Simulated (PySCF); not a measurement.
A structure optimised at B3LYP-D3(BJ)/def2-TZVP, used in a PySCF frequency run:

```xyz
9

Al     0.0000     0.0000    -0.6456
C      1.6861     0.0000     0.3895
H      2.5894     0.0000    -0.2208
H      1.7134     0.8814     1.0402
H      1.7134    -0.8814     1.0402
C     -1.6861     0.0000     0.3895
H     -1.7134    -0.8814     1.0402
H     -1.7134     0.8814     1.0402
H     -2.5894     0.0000    -0.2208
```
Charge 0, spin multiplicity 2.

Problem. Write its SMILES, formula and point group.

Solution. [CH3][Al][CH3], C₂H₆Al, C2v

Problem. What are its rotational constants (standard atomic weights)?

Solution. 22.807, 5.2218, 4.4852 GHz
